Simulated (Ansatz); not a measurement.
Tuning the range parameter of LC-ωPBE so that −HOMO meets the ionisation energy; basis def2-SVP, Ansatz. System: Zr6O20H16. The state is a singlet with charge 0. Geometry: PBE-D4/def2-SVP. The ionised state is a doublet.

Geometry of the singlet:

```xyz
42

Zr    1.206   -1.173   -2.520
Zr    1.231   -0.976    1.184
Zr    0.405    2.258    1.537
Zr   -1.086   -2.940   -1.097
Zr   -0.317    1.910   -1.699
Zr   -1.838   -0.061    0.435
O     1.517   -1.603    3.066
O     2.327   -2.717    0.815
O     1.600    3.699    2.264
O     2.080    0.923    1.815
O    -3.418    0.278    1.556
O    -0.564    0.285    2.237
O     2.375   -0.794   -0.787
O    -0.589   -1.829    0.576
O     0.978   -3.094   -1.358
O    -2.821   -1.780   -0.500
O    -0.867    2.887    2.966
O     0.897    3.120   -0.416
O     0.214    0.606   -0.009
O    -1.562    2.197    0.327
O     2.299   -1.765   -4.002
O    -0.968    3.380   -2.799
O    -0.783   -1.691   -2.591
O     0.777    0.744   -2.822
O    -1.837   -4.723   -1.350
O    -1.962    0.552   -1.651
H     1.100   -1.196    3.844
H     2.390   -3.263    1.623
H     2.500    3.865    1.936
H     2.639    0.971    2.611
H    -3.649    0.910    2.256
H    -0.961    0.305    3.127
H     3.077   -1.461   -0.630
H     1.584   -3.191   -0.544
H    -3.662   -1.660   -0.977
H    -0.491    3.646    3.452
H     1.039    4.076   -0.524
H    -2.286    2.802    0.570
H     2.646   -1.708   -4.903
H    -1.339    4.093   -3.333
H    -2.130   -5.636   -1.465
H    -1.753   -0.248   -2.222
```

In the def2 sets Zr takes a core potential; there is no spin–orbit coupling. Single mean-field runs in def2-SVP are fitted with def2-universal-jkfit.

```csv
ω (1/bohr),HOMO (eV),LUMO (eV),vertical IE (eV),HOMO + IE (eV)
0.1,-7.68,-0.23,8.41,0.73
0.15,-8.33,0.30,8.77,0.44
0.2,-8.91,0.72,9.15,0.24
0.3,-9.88,1.22,9.83,-0.06
```

(1) Where does the tuning condition hold?

Results:

(1) Near ω = 0.28 bohr⁻¹, by linear interpolation.
